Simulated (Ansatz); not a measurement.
```yaml
crystal:
  periodic: [true, true, true]
  atoms:
    - {symbol: Si, position_ang: [-0.807416, 1.059727, -0.642134]}
    - {symbol: Se, position_ang: [1.419604, 0.629775, -0.397310]}
    - {symbol: Ga, position_ang: [1.137019, -1.337327, 0.809390]}
    - {symbol: H, position_ang: [-1.482506, -0.035675, -1.382231]}
    - {symbol: H, position_ang: [-0.920332, 2.321612, -1.414863]}
    - {symbol: H, position_ang: [-1.464918, 1.227575, 0.678057]}
    - {symbol: H, position_ang: [2.445479, -2.065639, 1.244765]}
    - {symbol: H, position_ang: [-0.326930, -1.800049, 1.104326]}
basis:
  gaussian: {orbitals: def2-TZVPD}
hamiltonian: {xc: {name: LC-wPBE}}
scf: {lower_state_search: full}
```

```sh
$ ansatz run in.yaml --threads 4 --pin off --events-out ev --progress --plain --max-ram 10444MiB
```

It prints (some lines left out):

```
Error: YAML parse error: error: line 2 column 3: crystal: missing field `lattice` (a structure is typed as `lattice` and `atoms`, a molecule's as `atoms` in Å alone, or read from a run's directory, `checkpoint`)
 --> <input>:2:3
1 | crystal:
2 |   periodic: [true, true, true]
3 |   atoms:
4 |     - {symbol: Si, position_ang: [-0.807416, 1.059727, -0.642134]}
```

Question: Something in this input is off. What?

Answer: The molecule is marked periodic without a cell. The input was rejected before any iteration.
